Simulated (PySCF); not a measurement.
GeH7NSi, SMILES [SiH3][NH][GeH3].

The structure is a stationary point at B3LYP-D3(BJ)/def2-SVP. The structure was generated by enumeration, and PubChem lists no compound with its InChIKey, so it may never have been made.

Two levels are set side by side: TDA-PBE/def2-SVPD (PySCF) and TDA-LC-ωPBE/def2-SVPD (PySCF). Vertical, same geometry. The lowest singlet is HOMO→LUMO 97 % with PBE and HOMO→LUMO 68 %, HOMO→LUMO+1 23 % with the other functional; states are paired by order. Differences are taken from unrounded values.

```
quantity                              TDA-LC-ωPBE  TDA-PBE  TDA-PBE minus TDA-LC-ωPBE
------------------------------------  -----------  -------  -------------------------
lowest singlet excitation (eV)               6.45     5.12                      -1.33
lowest triplet excitation (TDA) (eV)         5.96     4.81                      -1.15
```

Functionals without exact exchange tend to place singlet excitations lower, as here. Differences between two approximate levels are no errors against the true value.

Rough cost on one machine, each run with all the roots and properties that it gave: TDA-LC-ωPBE against TDA-PBE about 3 times.
